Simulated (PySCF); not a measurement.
A geometry optimisation, step by step.

Species: p-phenylenediamine, C₆H₈N₂.
Numbering: `[NH2:1][c:2]1[cH:3][cH:4][c:5]([NH2:6])[cH:7][cH:8]1` (hydrogens: H9, H10 on N1; H11 on C3; H12 on C4; H13, H14 on N6; H15 on C7; H16 on C8)

Method: PBE0-D3(BJ)/def2-SVP geometry optimisation, gas phase in PySCF; density fitting, grid level 2; the optimiser is geomeTRIC in internal coordinates, started from a GFN2-xTB structure. The frame can shift and turn from step to step; on so coarse a grid that alone can change the energy by a few meV, and forces under 0.02 eV/Å are noise.

Step 0: E = -9315.2227 eV, largest atomic force 0.637 eV/Å
```
atom  x, y, z in Å  |  force x, y, z in eV/Å
N1     -2.765    0.411   -0.050    0.146   0.143  -0.053
C2     -1.391    0.196   -0.022   -0.616   0.159  -0.027
C3     -0.650    0.473    1.124   -0.018  -0.063  -0.083
C4      0.723    0.333    1.129    0.010  -0.074  -0.084
C5      1.401   -0.089   -0.012    0.636   0.028  -0.029
N6      2.790   -0.158   -0.030   -0.113   0.171  -0.046
C7      0.659   -0.372   -1.157    0.013  -0.007   0.107
C8     -0.713   -0.231   -1.162   -0.020  -0.010   0.109
H9     -3.263   -0.103   -0.760   -0.156  -0.106  -0.032
H10    -3.219    0.392    0.850   -0.146  -0.068   0.092
H11    -1.160    0.800    2.019   -0.201   0.155   0.386
H12     1.282    0.550    2.028    0.225   0.113   0.388
H13     3.223   -0.269    0.874    0.136  -0.096   0.095
H14     3.179   -0.765   -0.735    0.125  -0.132  -0.028
H15     1.169   -0.705   -2.050    0.203  -0.130  -0.396
H16    -1.273   -0.455   -2.059   -0.224  -0.085  -0.399
```

Step 1: E = -9315.2611 eV, largest atomic force 0.115 eV/Å
```
atom  x, y, z in Å  |  force x, y, z in eV/Å
N1     -2.762    0.342   -0.028   -0.065   0.007   0.001
C2     -1.385    0.146   -0.005    0.048  -0.038   0.009
C3     -0.625    0.421    1.140   -0.080   0.041   0.071
C4      0.758    0.280    1.145    0.087   0.023   0.071
C5      1.456   -0.142    0.005   -0.054  -0.025   0.012
N6      2.845   -0.228   -0.006    0.062  -0.008  -0.001
C7      0.695   -0.424   -1.138    0.083  -0.022  -0.077
C8     -0.687   -0.283   -1.143   -0.085  -0.004  -0.077
H9     -3.261   -0.203   -0.722    0.033   0.010   0.018
H10    -3.217    0.290    0.876    0.031  -0.002  -0.023
H11    -1.130    0.757    2.051    0.024  -0.012  -0.029
H12     1.314    0.509    2.060   -0.026  -0.006  -0.029
H13     3.273   -0.370    0.901   -0.031   0.005  -0.022
H14     3.229   -0.863   -0.697   -0.029   0.017   0.018
H15     1.201   -0.758   -2.050   -0.024   0.011   0.028
H16    -1.243   -0.509   -2.059    0.026   0.006   0.029
```

Step 2: E = -9315.2615 eV, largest atomic force 0.059 eV/Å
```
atom  x, y, z in Å  |  force x, y, z in eV/Å
N1     -2.759    0.341   -0.025   -0.044   0.008  -0.038
C2     -1.381    0.144   -0.008    0.006   0.004   0.034
C3     -0.625    0.423    1.140    0.029  -0.009  -0.018
C4      0.758    0.282    1.146   -0.029  -0.002  -0.017
C5      1.452   -0.143    0.003   -0.006   0.005   0.033
N6      2.841   -0.227   -0.003    0.045  -0.001  -0.036
C7      0.696   -0.423   -1.144    0.025   0.004   0.020
C8     -0.688   -0.283   -1.149   -0.024   0.010   0.021
H9     -3.257   -0.205   -0.716   -0.006  -0.005  -0.001
H10    -3.206    0.286    0.881    0.001  -0.006   0.003
H11    -1.131    0.759    2.050   -0.003  -0.001  -0.007
H12     1.315    0.511    2.059    0.002  -0.001  -0.007
H13     3.262   -0.372    0.906   -0.002  -0.005   0.003
H14     3.224   -0.864   -0.691    0.004  -0.005  -0.001
H15     1.202   -0.756   -2.054    0.001   0.002   0.006
H16    -1.244   -0.508   -2.064   -0.001   0.002   0.006
```

Step 3: E = -9315.2618 eV, largest atomic force 0.036 eV/Å
```
atom  x, y, z in Å  |  force x, y, z in eV/Å
N1     -2.761    0.340   -0.029    0.006   0.022   0.012
C2     -1.383    0.146   -0.004    0.028  -0.004  -0.010
C3     -0.625    0.425    1.142   -0.005  -0.009  -0.026
C4      0.759    0.284    1.148    0.003  -0.010  -0.026
C5      1.454   -0.142    0.007   -0.026   0.002  -0.011
N6      2.844   -0.229   -0.007   -0.002   0.022   0.013
C7      0.696   -0.421   -1.140   -0.031   0.006   0.017
C8     -0.688   -0.281   -1.145    0.031  -0.001   0.017
H9     -3.254   -0.211   -0.722   -0.007  -0.011  -0.006
H10    -3.212    0.281    0.875   -0.014  -0.004   0.013
H11    -1.131    0.762    2.051   -0.006   0.004   0.010
H12     1.315    0.514    2.061    0.007   0.003   0.010
H13     3.266   -0.376    0.901    0.013  -0.006   0.013
H14     3.220   -0.868   -0.696    0.004  -0.011  -0.005
H15     1.202   -0.754   -2.050    0.007  -0.003  -0.010
H16    -1.243   -0.506   -2.060   -0.007  -0.002  -0.010
```

Step 4: E = -9315.2619 eV, largest atomic force under 0.02 eV/Å
```
atom  x, y, z in Å  |  force x, y, z in eV/Å
N1     -2.762    0.340   -0.028    0.000   0.008  -0.003
C2     -1.383    0.146   -0.006    0.005  -0.003   0.002
C3     -0.625    0.424    1.141   -0.002   0.001   0.002
C4      0.759    0.284    1.146    0.002   0.001   0.003
C5      1.454   -0.142    0.006   -0.005  -0.002   0.001
N6      2.844   -0.228   -0.006    0.001   0.007  -0.002
C7      0.696   -0.421   -1.140    0.000  -0.001  -0.002
C8     -0.687   -0.281   -1.146    0.000  -0.001  -0.002
H9     -3.255   -0.210   -0.720   -0.001  -0.003   0.001
H10    -3.212    0.282    0.877    0.001  -0.003   0.000
H11    -1.131    0.761    2.050    0.001   0.000   0.001
H12     1.315    0.513    2.060    0.000   0.001   0.001
H13     3.266   -0.375    0.903   -0.001  -0.002   0.000
H14     3.222   -0.867   -0.694    0.000  -0.003   0.001
H15     1.203   -0.754   -2.051    0.000   0.000  -0.001
H16    -1.243   -0.506   -2.061    0.000   0.000  -0.001
```

**Question.** Summarise the path.

**Answer.** The energy falls by 0.0391 eV from step 0 to step 4; nine tenths of that is first reached at step 1. It falls at every step. The largest force goes from 0.637 to under 0.02 eV/Å. Among the bonds C8–H16 changes most (a near tie, within 0.001 Å, with another), from 1.081 to 1.094 Å; the atoms move by 0.032 Å rms after alignment.

**Question.** Follow the three bonds and two angles with the largest change from start to end.

**Answer.** 
```
step  E above end (eV)  largest force (eV/Å)  C8–H16 (Å)  C7–H15 (Å)  C4–H12 (Å)  H9–N1–H10 (°)  H13–N6–H14 (°)
   0            0.0391                 0.637       1.081       1.081       1.081          113.4           113.3
   1            0.0008                 0.115       1.095       1.095       1.095          111.3           111.3
   2            0.0004                 0.059       1.094       1.094       1.094          111.3           111.3
   3            0.0001                 0.036       1.093       1.094       1.093          111.3           111.3
   4            0.0000            under 0.02       1.094       1.094       1.094          111.3           111.2
```

The cost below is that of the whole optimisation. Hardware: one thread, Arm Neoverse V2 (aarch64), no GPU (shared host). Cost: 40 s wall, 0.80 GiB resident at most.
